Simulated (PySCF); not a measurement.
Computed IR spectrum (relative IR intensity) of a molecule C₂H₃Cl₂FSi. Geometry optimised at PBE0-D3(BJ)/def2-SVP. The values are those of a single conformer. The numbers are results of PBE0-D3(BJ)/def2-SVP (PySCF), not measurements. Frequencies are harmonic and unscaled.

Lines under 2 % of the strongest are left out, and lines within 2 cm⁻¹ are merged.

```csv
ν (cm⁻¹),relative intensity
264,10
530,23
650,100
747,50
923,38
1008,5.6
1016,9.6
1032,5.8
1418,8.4
1686,7.0
```

**Question.** Pick the molecule that these values belong to.
A. C=C[Si](F)(Cl)Cl
B. FC([SiH3])=C(Cl)Cl
C. F/C=C(/Cl)[SiH2]Cl
D. F/C(Cl)=C(\[SiH3])Cl

**Answer.** A, C=C[Si](F)(Cl)Cl
